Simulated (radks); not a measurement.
Values are calculated unless marked as measured or tabulated.
Task: Successive ionisation energies (eV) of one element, from differences of total energies of ions in their ground configurations, starting at charge 44: 3598.8, 3717.8, 3813.4, 3907.8, 4209.3, 4310.5, 9913.8, 10170.6, 10423.0, 10765.7, 11031.7, 11293.0, 12095.0, 12351.0, 50410, 51503. Code: a radial shooting solver on a logarithmic mesh with Libxc functionals. Model: scalar-relativistic Kohn-Sham, LDA (Slater exchange, VWN5 correlation), spin-polarised, spherical densities, finite nucleus; open shells are filled with parallel spins first (spin-orbit coupling, left out, can overturn this in heavy ions); Fermi nuclear charge, rms radius 4.9123 fm. Which element is it?

Result: Neodymium (Z = 60). The first species listed is Nd44+ in [Ne] 3s2 3p4, the last Nd59+ in 1s1.
